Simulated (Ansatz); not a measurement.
Correlation energies of C₄HF₅ (`FC(F)C#CC(F)(F)F`) by basis set

```json
{"atom": "F1", "x (Å)": "-0.1932", "y (Å)": "2.3059", "z (Å)": "-1.6464"}
{"atom": "C2", "x (Å)": "-0.7078", "y (Å)": "1.0571", "z (Å)": "-1.6339"}
{"atom": "F3", "x (Å)": "-0.3489", "y (Å)": "0.4443", "z (Å)": "-2.7828"}
{"atom": "C4", "x (Å)": "-0.1949", "y (Å)": "0.3122", "z (Å)": "-0.4840"}
{"atom": "C5", "x (Å)": "0.1806", "y (Å)": "-0.3024", "z (Å)": "0.4709"}
{"atom": "C6", "x (Å)": "0.6520", "y (Å)": "-1.0537", "z (Å)": "1.6360"}
{"atom": "F7", "x (Å)": "1.9801", "y (Å)": "-1.1612", "z (Å)": "1.6328"}
{"atom": "F8", "x (Å)": "0.1403", "y (Å)": "-2.2851", "z (Å)": "1.6467"}
{"atom": "F9", "x (Å)": "0.2915", "y (Å)": "-0.4499", "z (Å)": "2.7690"}
{"atom": "H10", "x (Å)": "-1.7998", "y (Å)": "1.1328", "z (Å)": "-1.6082"}
```

Total charge 0; spin multiplicity 1. All single points use the PBE0-D4/def2-TZVP geometry. Frozen core, restricted reference, Ansatz 0.2.0.

```csv
basis,HF (Eh),MP2 corr.,CCSD corr.,(T),CCSD(T) total
def2-SVP,-648.65807,-1.41394,-1.44037,-0.03645,-650.13489
def2-TZVPP,-649.45662,-1.84027,–,–,–
def2-QZVPP,-649.48387,-2.00040,–,–,–
```
